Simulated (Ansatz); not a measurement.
Two isomers of CH7FO2Si2: A = `CO[SiH](F)O[SiH3]`, B = `C[Si@H](O)[Si@H](O)F`.

Calculated with Ansatz (gas phase, PBE0-D4/def2-TZVP geometries, no zero-point term in ΔE). CCSD(T)/CBS adds triple-zeta CCSD(T) − MP2 to the extrapolated MP2 energy (def2 sets, frozen cores). DFT in def2-TZVPP. B3LYP here is the variant with VWN-RPA as its local correlation; programs differ in this. One conformer a species, not always the lowest.

A:

```xyz
13

C     0.3371    0.3601    2.3669
O     0.0846    0.3632    0.9774
Si    0.9395   -0.4442   -0.1384
F     0.9601   -1.9919    0.2323
O     0.2157   -0.2403   -1.5597
Si   -1.2041    0.1319   -2.2996
H     1.3589    0.6859    2.5887
H    -0.3579    1.0557    2.8382
H     0.1830   -0.6356    2.7926
H     2.3435   -0.0078   -0.2058
H    -1.0636   -0.2121   -3.7344
H    -1.4800    1.5828   -2.1564
H    -2.3168   -0.6476   -1.7018
```

B:

Z-matrix (Å, degrees):
```
C
Si 1 1.859
H 1 1.093 2 110.6
H 1 1.093 2 110.1 3 119.4
H 1 1.092 2 111.0 3 -120.4
O 2 1.654 1 108.6 3 -176.2
Si 2 2.353 1 114.0 3 66.1
H 2 1.494 1 109.4 3 -55.0
H 6 0.960 2 115.6 1 -149.2
O 7 1.647 2 102.0 1 141.9
F 7 1.607 2 111.7 1 24.9
H 7 1.490 2 118.8 1 -96.8
H 10 0.959 7 119.4 2 172.0
```

Which isomer does CCSD(T)/CBS put lower? Give the gap. (An estimate is asked.)

Ansatz gave: A, by 53.9 kJ/mol.

Give E(B) − E(A) in kJ/mol with PBE-D4, B3LYP, CCSD(T)/def2-TZVPP, CCSD/def2-TZVPP, ωB97M-V, B2PLYP, MP2/def2-TZVPP. (Estimate.)

The calculation gave: PBE-D4 23.8, B3LYP 59.0, CCSD(T)/def2-TZVPP 59.0, CCSD/def2-TZVPP 64.3, ωB97M-V 54.7, B2PLYP 61.0, MP2/def2-TZVPP 57.6. None reverses the order clearly.

Largest T1 diagnostic: 0.012.

From PBE to PBE0 (25 % exact exchange), in def2-TZVPP and without D4, E(B) − E(A) moves by +11.4 kJ/mol. In def2-TZVPP, CCSD(T) changes the Hartree–Fock value by −42.0 kJ/mol (the triples alone add −5.3 kJ/mol) and MP2 by −43.4 kJ/mol.
